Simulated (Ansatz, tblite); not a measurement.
Isomers of Li2I2⁻ (doublet), found by a short tight-binding search and relaxed with r2SCAN-D4/def2-TZVPD in Ansatz.

In the def2 sets I takes a core potential; there is no spin–orbit coupling. The xTB rows come from tblite. Correlated methods freeze 8 core orbitals; core or outer-core shells of Li, I are correlated, in sets that lack core-valence functions.

A: At PBE-D4/def2-TZVPD, r2SCAN-D4/def2-TZVPD the highest occupied level of the charge -1 doublet lies above zero (up to 0.32 eV). By energy differences its removal costs 1.67 eV (vertical, to the charge 0 singlet, at PBE-D4/def2-TZVPD); a positive level beside a positive removal energy at the same level points to self-interaction error.

Other spin states were run for one of them alone.

A:

```xyz
4

Li   -0.7331    2.8731   -1.0103
Li    0.2420   -0.8732    0.4300
I     0.8511   -2.3531    2.3717
I    -0.3600    0.3533   -1.7913
```

B:

```xyz
4

Li    1.0031   -0.5333    1.1563
Li   -0.9857    0.5391   -1.1684
I    -2.5499    1.3690   -2.9647
I     2.5325   -1.3747    2.9767
```

Question: Estimate their order by electronic energy at ωB97X-V/def2-TZVPD, counted from the lowest.

Answer: A (0.0) < B (12.3), in kJ/mol.

Question: Do the other levels pick the same lowest one?

Answer: Not GFN1-xTB, GFN2-xTB. Energies above each level's lowest (kJ/mol):

```csv
level,A,B
GFN1-xTB,89.5,0.0
GFN2-xTB,50.6,0.0
HF/def2-SVPD,0.0,5.2
PBE-D4/def2-TZVPD,0.0,13.9
r2SCAN-D4/def2-TZVPD,0.0,9.1
PBE0-D4/def2-TZVPD,0.0,13.5
BHLYP-D4/def2-TZVPD,0.0,15.1
ωB97X-V/def2-TZVPD,0.0,12.3
MP2/def2-SVPD,0.0,8.9
CCSD/def2-SVPD,0.0,8.2
CCSD(T)/def2-SVPD,0.0,8.5
```
Point groups (tolerance 0.1 Å): A Cs, B D∞h. Lower isomers may exist.
